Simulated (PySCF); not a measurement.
NMR data simulated for an unnamed compound:

¹H NMR (600 MHz, computed): δ 7.31 (d, 2H), 7.14 (m, 2H), 4.46 (m, 1H), 4.40 (m, 1H), 1.20 (t, 3H), 0.88 (br s, 1H), 0.57 (q, 2H).

¹³C{¹H} NMR (computed): δ 160.9 (CH), 154.3 (CH), 10.1 (CH2), 7.8 (CH3).

- shielding tensors at PBE0/pcSseg-1 (GIAO)
- geometry: PBE0-D3(BJ)/def2-SVP
- code: PySCF 2.14
- fast rotation and ring inversion assumed for equivalent nuclei, one conformer, no solvent, non-relativistic Hamiltonian

Shifts are taken against calculated references (same method and geometry level): TMS for ¹H (σref 31.27) and ¹³C (σref 184.41).

Q: Which of these does the molecule contain: a Si–H bond, an OH group, a CH3CH2 unit, a benzene ring, a carboxylic acid, a nitrile?

A: 
- A Si–H bond: yes (δH 4.46 (m), 4.40 (m)).
- An OH group: yes (δH 0.88 (br s)).
- A CH3CH2 unit: yes (δC 7.8, 10.1; δH 1.20 (t), 0.57 (q)).
- A benzene ring: no.
- A carboxylic acid: no.
- A nitrile: no.

The data belong to `CC[Si]1(O)C=C[SiH2]C=C1`, C6H12OSi2; they needn't prove each group on their own.

Carbon signals by region: 1 in the far downfield region (above 160 ppm), 1 in the sp2 and nitrile region (100–160 ppm), 2 below 50 ppm. Above 160 ppm: 160.9, alkene CH.

OH/NH shifts are gas-phase values; hydrogen bonding in solution moves them, usually downfield. Shifts are as computed. Against solution values, carbons near 30 ppm lie about +2 ppm off and those near 130 ppm about +5 ppm. Of 1309 compounds with measured shifts, 239 miss one by over three times the rms of a fit or turn the order of signals round; such compounds aren't used in these exercises. No couplings were computed; multiplicities are counted from neighbouring protons, with m where these are inequivalent, close in shift, in a saturated or five-membered ring or joined by F or P, and br s for small geminal =CH2 splittings.
